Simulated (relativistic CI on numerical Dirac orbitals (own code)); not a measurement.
What each ingredient does to the levels of Au75+

Base calculation: Dirac-Coulomb-Breit CI, orbitals from a KLI potential per configuration, QED by a radiative potential, unscaled Slater integrals.

CI space (outside the closed core 1s2): 2s2, 2s 2p, 2p2, 2p 3s, 2p 3p, 2s 3s, 2s 3p, 2s 3d, 2s 4s, 2s 4p, 2s 4d, 2s 4f, 3s2, 3s 3p, 3p2. Levels of other configurations are missing.

The lowest level and the first level of each name with at least 55 % of one term (blank where a level has no safe partner in the second run):

```
      Level  Base (eV)  Shift (eV)
   2s2 1S_0        0.0         0.0
2s 2p 3P°_0      195.1        +1.3
2s 2p 3P°_1      231.3        -2.8
   2p2 3P_0      544.5        -4.8
2s 2p 3P°_2     2194.2        +1.6
2s 2p 1P°_1     2293.5        -8.1
   2p2 3P_1     2495.6        +0.2
   2p2 1D_2     2513.7        -2.6
   2p2 3P_2     4509.3        -1.2
   2p2 1S_0     4584.2        -7.7
 2s 3s 3S_1    12800.6        -0.8
 2s 3s 1S_0    12839.2        -4.2
2s 3p 3P°_1    12890.8        -1.8
2s 3p 3P°_0    12891.1        -1.6
```

At this charge energies of transitions that change n are usually good to better than 1 %, and those within a shell (Δn = 0) to a few per cent.

One thing was changed in a second run, which moved the levels as shown. Which?
A. QED terms removed
B. configuration mixing switched off
C. valence Slater integrals scaled by 0.9
D. Breit term removed
E. one mean potential for all configurations

C. Valence Slater integrals scaled by 0.9. Scaling acts on the splittings between terms and on the mixing, and leaves the fine structure of pure LS terms nearly alone; in jj coupling it moves the levels of one term differently.

LS names give the leading component of a level, which can be under half, so a name can repeat, a term be missing and a line seem to break the LS rules.
